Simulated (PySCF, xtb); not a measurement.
## Two structures of CH4GaIn

Structure X is a singlet given by its coordinates and structure Y is `[GaH2][CH2][In]`, a singlet. Both are isolated molecules in the gas phase, relaxed with PBE0-D3(BJ)/def2-SVP; the shapes shown needn't be the lowest conformers.

X (Å):

```csv
atom,x (Å),y (Å),z (Å)
C,-0.5369,0.3925,0.8613
Ga,-1.9966,2.8477,-3.0532
In,-1.5441,1.8794,-0.4303
H,0.5552,0.4613,0.7306
H,-0.8534,-0.6241,0.5765
H,-0.7804,0.5572,1.9220
H,-0.9451,1.4442,-2.5127
```

Close contacts (Å): C1–In3 2.21, Ga2–In3 2.83, C1–H4 1.10, C1–H5 1.10, C1–H6 1.10, Ga2–H7 1.84, In3–H7 2.21.

Y (Å):

```xyz
7

C     0.0833   -0.3840   -1.0100
Ga    1.2422    0.0965    0.4536
In   -0.9777   -2.3971   -0.9595
H     2.7607   -0.3351    0.4493
H     0.6317   -0.4432   -1.9691
H     0.6595    0.8081    1.7367
H    -0.7675    0.3161   -1.1102
```

Q: Estimate E(Y) − E(X) at the level CCSD(T)/def2-SVP + ΔMP2/def2-TZVPP.

A: Calculated at CCSD(T)/def2-SVP + ΔMP2/def2-TZVPP: E(Y) − E(X) = −0.393 eV, so structure Y lies lower.

How the difference moves with the method:

```csv
level,geometry,E(Y) − E(X) (eV),departure from the last row (eV),"job, with rough time for the two"
PBE0-D3(BJ)/def2-SVP,PBE0-D3(BJ)/def2-SVP,−0.254,+0.139,"optimisation, 5.3 min"
HF/def2-SVP,PBE0-D3(BJ)/def2-SVP,−0.516,−0.123,part of the CCSD(T) run
MP2/def2-SVP,PBE0-D3(BJ)/def2-SVP,−0.577,−0.185,part of the CCSD(T) run
CCSD(T)/def2-SVP,PBE0-D3(BJ)/def2-SVP,−0.400,−0.007,single point
CCSD(T)/def2-SVP + ΔMP2/def2-TZVPP,PBE0-D3(BJ)/def2-SVP,−0.393,,"single point, 2.3 min"
```

None of the levels shown reverses the order. The largest departure from CCSD(T)/def2-SVP + ΔMP2/def2-TZVPP is that of MP2/def2-SVP, 0.185 eV. No reliable frequencies are at hand for X, so it isn't confirmed as a minimum. Levels run at GFN2-xTB geometries aren't shown. The last row adds to CCSD(T) the change of the MP2 difference between the two basis sets, here +0.007 eV.

The correlated steps freeze 14 core orbitals; the filled d shell of Ga and In is correlated, in a basis made for valence electrons. Atoms past krypton carry core potentials in the def2 sets and no spin–orbit term is included. Run with PySCF 2.14.0, xtb 6.7.1; the last row on 2 threads of Intel(R) Xeon(R) Processor @ 2.50GHz (Skylake/Cascade Lake) on a shared host.
